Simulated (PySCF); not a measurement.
[(E)-2-germylethenyl]germane (C2H8Ge2), SMILES [GeH3]/[CH]=[CH]/[GeH3]. Heavy atoms are numbered as in [GeH3:1]/[CH:2]=[CH:3]/[GeH3:4]. Hydrogens are named by the atom that carries them.

The structure is a stationary point at PBE0-D3(BJ)/def2-SVP.

Method: PBE/pcSseg-1 (PySCF).

GIAO shieldings, no solvent; atoms alike by connectivity are averaged. δ = σ(ref) − σ: ⁷³Ge against GeH4 (σ = 1614.4 ppm); ¹³C against TMS (σ = 182.0 ppm); ¹H against TMS (σ = 31.49 ppm), references at their B3LYP-D3(BJ)/def2-TZVP geometries, non-relativistic.

Computed chemical shifts:
| nucleus | atoms | count | δ (ppm) |
|---|---|---|---|
| ⁷³Ge | Ge1 (GeH3) | 2 | 121.6 |
| ¹³C | C2 (CH) | 2 | 154.6 |
| ¹H | H on C2 | 2 | 7.26 |
| ¹H | H on Ge1 | 6 | 4.55 |
